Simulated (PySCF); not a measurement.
ethoxycyclopropane (C5H10O), SMILES CCOC1CC1. Atoms are numbered in the order given.

```xyz
16

C      2.6440    -0.0828    -0.3040
C      1.2226    -0.5187    -0.5768
O      0.3964    -0.0271     0.4622
C     -0.9393    -0.3685     0.2984
C     -1.9336     0.5591     0.9056
C     -1.7988     0.4824    -0.5992
H      3.3214    -0.4506    -1.0893
H      2.9863    -0.4737     0.6663
H      2.7090     1.0156    -0.2712
H      0.8703    -0.1346    -1.5571
H      1.1540    -1.6266    -0.6248
H     -1.1431    -1.4517     0.3279
H     -2.8231     0.1365     1.3811
H     -1.5176     1.4427     1.3980
H     -1.3017     1.3225    -1.0940
H     -2.5964     0.0077    -1.1789
```

Geometry: r2SCAN-D4/def2-SVP. One conformer was computed; it need not be the lowest.

Computed with SMD-ωB97X/def2-SVP in PySCF.

Solvation free energies are E(SMD) − E(gas) at the gas-phase geometry, for 1 M in both phases. In vacuum the dipole moment is 1.15 D.

Question: Estimate the solvation free energies in water, tetrahydrofuran, cyclohexanone. (Estimate from the structure and the level; the computed values follow.)

Answer: 
```tsv
solvent	ΔG(solv) (kcal/mol)	its non-electrostatic (CDS) part	dipole (D)
water	-1.6	3.1	1.73
tetrahydrofuran	-4.4	-2.1	1.45
cyclohexanone	-4.2	-1.6	1.50
```
